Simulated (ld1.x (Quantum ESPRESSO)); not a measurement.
## Which setting gave this result? (cerium, PAW)

Base potential:

cerium, PAW, made with ld1.x (Quantum ESPRESSO) 7.5 (PBE, scalar-relativistic). Core [Xe], reference 4f1 5d0 6s0 6p0 (charge +3). Waves: 6s (bound, empty): rcut 2.60, rcutus 3.30 bohr; 6s channel at 3.65 Ry: rcut 2.60, rcutus 3.30 bohr; 6p (bound, empty): rcut 3.45, rcutus 4.10 bohr; 6p channel at 3.2 Ry: rcut 3.45, rcutus 4.10 bohr; 5d (bound, empty): rcut 2.90, rcutus 3.75 bohr; 5d channel at 1.05 Ry: rcut 2.90, rcutus 3.75 bohr; 4f (bound): rcut 0.95, rcutus 1.05 bohr; 4f channel at 0.15 Ry: rcut 0.95, rcutus 1.05 bohr. Local part: all-electron potential smoothed inside 3.80 bohr (lloc = -2). Core correction: Bessel-smoothed model core inside 1.10 bohr. Augmentation charge: BESSEL, radius 0.80 bohr.

Cutoffs, loose and tight: the cutoffs (Ry, on a coarse ladder) from which the occupation-weighted sum of valence levels, in a spherical-Bessel basis at the reference potential, stays within 10 and 1 mRy of its value at 400 Ry. They do not see the model core or the augmentation charge, which bear on the density cutoff. Test errors are all-electron minus pseudo excitation energies from the reference, over the configurations 4f1 5d1 6s2 6p0; 4f1 5d1 6s1 6p0; 4f1 5d1 6s0 6p0; 4f1 5d0 6s2 6p0; 4f1 5d1 6s0 6p2; 4f1 5d1 6s0 6p1; 4f2 5d1 6s0 6p0; variants that change the core or the reference have their own tests.

Only the scale of all radii but the core radius (base = 1) is moved (1 further runs of the sweep failed or gave no value and are left out):

```tsv
scale of all radii but the core radius (base = 1)	cutoff, loose	cutoff, tight	bound ghosts	largest test error (meV)
0.77	200 Ry	over 300 Ry	s	test run stopped at test 1 of 7 (negative rho)
0.95	140 Ry	200 Ry	s	test run stopped at test 1 of 7 (negative rho)
1.07	100 Ry	160 Ry	none	test run stopped at test 1 of 7 (negative rho)
1.26	70 Ry	110 Ry	none	test run stopped at test 1 of 7 (negative rho)
1.39	55 Ry	90 Ry	s	test run stopped at test 1 of 7 (negative rho)
```

**Question.** One more run gave cutoff, loose: 80 Ry; cutoff, tight: 140 Ry; bound ghosts: none; largest test error (meV): test run stopped at test 1 of 7 (negative rho). Which value of the scale of all radii but the core radius (base = 1) was used?

**Answer.** 1.18. The loose cutoff moves one way along this sweep, from 200 Ry at 0.77 to 55 Ry at 1.39, which places the run between 1.07 and 1.26.
